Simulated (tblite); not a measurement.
Compound: C5H7FOSi.
Cartesian coordinates in Å at the GFN2-xTB level; atoms count from 1:
```
atom  x, y, z in Å
C1    -2.5805    1.5281    0.1303
C2    -1.5686    0.9000    0.0059
C3    -0.3544    0.1409   -0.1730
F4    -0.3035   -0.3366   -1.5003
C5    -0.2937   -1.0016    0.7854
C6     0.0227   -2.2426    0.4624
Si7    1.2415    1.2473   -0.0037
O8     2.5125    0.3134   -0.3599
H9    -3.4641    2.0797    0.2537
H10   -0.5122   -0.7161    1.8049
H11    0.0703   -3.0249    1.1997
H12    0.2269   -2.5262   -0.5565
H13    1.4386    1.6262    1.3848
H14    1.0777    2.3474   -0.9483
H15    2.4823   -0.3270   -1.0684
```

Calculated harmonic vibrations of the isolated species, GFN2-xTB (tblite), most abundant isotopes, no scaling. This tight-binding method is rough: wavenumbers can miss measured ones by several per cent, in bad cases by 10 to 20. Modes of hydrogen on silicon can be 10 to 20 % off. One conformer, not necessarily the lowest.

Harmonic wavenumbers (cm⁻¹): 39.5, 68.7, 99.3, 146.1, 163.4, 196.9, 251.3, 260.9, 306.2, 380.6, 442.1, 488.5, 529.2, 579.4, 591.1, 621.0, 677.4, 680.4, 721.3, 759.4, 797.0, 877.7, 909.2, 933.5, 955.7, 1012.1, 1091.5, 1116.1, 1276.8, 1409.3, 1697.9, 2274.6, 2302.6, 2362.2, 3071.1, 3108.0, 3134.4, 3394.9, 3635.6.

A = 2089, B = 1486, C = 1094 MHz; mass 130.025 u (most abundant isotopes); point group C1, symmetry number 1.

Problem. Zero-point energy?

Solution. Half the sum of the wavenumbers: 21681 cm⁻¹ = 61.99 kcal/mol.

Problem. Give the ideal-gas entropy at 500 K and 1 bar in the rigid-rotor, harmonic-oscillator model (classical rotation).

Solution. Translation 43.10, rotation 30.48, vibration 51.91: S = 125.5 cal/(mol K).

Problem. And Cp and H(500 K) − H(0)?

Solution. Cp = 53.45 cal/(mol K), of which vibrations give 45.50 (their classical limit is 39 R = 77.5); H(500 K) − H(0) = 16.93 kcal/mol without the zero-point energy, 12.96 from vibrations.

Problem. Which modes carry the vibrational entropy at 500 K?

Solution. 39.5 cm⁻¹: 6.31; 68.7 cm⁻¹: 5.21; 99.3 cm⁻¹: 4.48; 146.1 cm⁻¹: 3.72; 163.4 cm⁻¹: 3.50; 196.9 cm⁻¹: 3.14 cal/(mol K); the other 33 give 25.53 together.

Problem. How do the functions run with temperature in this model?

Solution. 
```csv
T (K),S (cal/(mol K)),Cp (cal/(mol K)),H − H(0) (kcal/mol),G − H(0) (kcal/mol),ln q(vib)
100,70.2,19.7,1.35,-5.67,1.94
200,87.2,30.6,3.87,-13.57,4.79
300,101.5,40.3,7.43,-23.02,7.64
800,153.2,64.1,34.73,-87.81,20.33
1000,168.0,68.6,48.02,-119.96,24.57
```

q(vib) and H(0) count from the zero-point level.

Problem. Blend soft modes into free rotors: weight 1/[1 + (100 cm⁻¹/ν̃)⁴] for the oscillator and the rest for a rotor with moment μB/(μ + B), μ = h/(8π²ν), B = 10⁻⁴⁴ kg m². What vibrational entropy results?

Solution. 47.93 cal/(mol K) in place of 51.91, which changes −T·S at 500 K by +1.99 kcal/mol.

Problem. What must be added to the electronic energy to get the Gibbs energy at 500 K and 1 bar?

Solution. ZPE + [H(500 K) − H(0)] − T·S = 61.99 + 16.93 − 62.74 = 16.18 kcal/mol.

Hindered rotation and anharmonicity are outside this model. Other conformers, if any are populated, would add a mixing term that is left out. The structure is chiral; the term R ln 2 for an equal mix with its mirror image is left out.
